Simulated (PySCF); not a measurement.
C8H11FS, SMILES CC(C)(C)c1cc(F)cs1.

Geometry: B3LYP-D3(BJ)/def2-SVP.

Calculation: SMD-ωB97X/def2-SVP run with PySCF.

Solvation free energies are E(SMD) − E(gas) at the gas-phase geometry, for 1 M in both phases. In vacuum the dipole moment is 1.77 D.

Problem. Estimate the solvation free energies in water, tetrahydrofuran, 2-propanol. (The exact figures need the calculation; the answer reports its results.)

Solution. 
```
solvent          ΔG(solv) (kcal/mol)  its non-electrostatic (CDS) part  dipole (D)
---------------  -------------------  --------------------------------  ----------
water                            1.0                               5.0        2.24
tetrahydrofuran                 -4.5                              -1.3        2.16
2-propanol                      -4.7                              -0.9        2.21
```
